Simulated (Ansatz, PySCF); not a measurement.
Gas-phase reaction (SMILES): F[Si](Br)(Br)Br [tribromo(fluoro)silane] + N (NH3) → N[Si](Br)(Br)Br + F (HF); ammonia cleaves one Si-F bond, a model of a ligand-exchange step.

Structures are relaxed separately at B3LYP-D3(BJ)/def2-TZVP in Ansatz (a quantum-chemistry and plane-wave program), one conformer each, not searched for the lowest. Cores are frozen in the correlated levels unless marked. No spin-orbit coupling. The frozen core is the preceding noble-gas configuration, with the filled d and f shells of earlier blocks. Non-relativistic. CBS marks a two-point X^-3 extrapolation of the correlation energy; Hartree-Fock from the larger set. The bracket is a focal-point correction in the basis named. Thermal terms are rigid-rotor harmonic-oscillator values from B3LYP-D3(BJ) frequencies (Ansatz or PySCF) at 298.15 K and 1 atm. 1 Eh = 627.5095 kcal/mol.

```tsv
species	E, RI-MP2/CBS(def2-TZVPPD,def2-QZVPPD)+[CCSD(T)-MP2]/def2-TZVPPD (Ansatz) (Eh)	E, PBE-D3(BJ)/def2-TZVPD (Ansatz + dftd3) (Eh)	H - E (Eh)
F[Si](Br)(Br)Br	-8107.12452	-8110.68359	0.01475
N (NH3)	-56.50761	-56.51114	0.03799
N[Si](Br)(Br)Br	-8063.21271	-8066.77467	0.03882
F (HF)	-100.39405	-100.39533	0.01259
```

### Question
Work out ΔE and ΔH at 298.15 K at the first level, then ΔH at the second.

### Answer

1. ΔE = [(-8063.21271) + (-100.39405)] - [(-8107.12452) + (-56.50761)] = 0.02537 Eh = 15.9 kcal/mol at RI-MP2/CBS(def2-TZVPPD,def2-QZVPPD)+[CCSD(T)-MP2]/def2-TZVPPD.
2. The terms H - E add up to -0.00133 Eh, so ΔH = (0.02537 + (-0.00133))×627.5095 = 15.1 kcal/mol.
3. At PBE-D3(BJ)/def2-TZVPD the same steps give ΔE = 15.5 and ΔH = 14.7 kcal/mol, a shift of -0.4 from the first level.
4. These values are not checked against measurement here, since the tables used lack a sound gas-phase enthalpy of formation for at least one species.
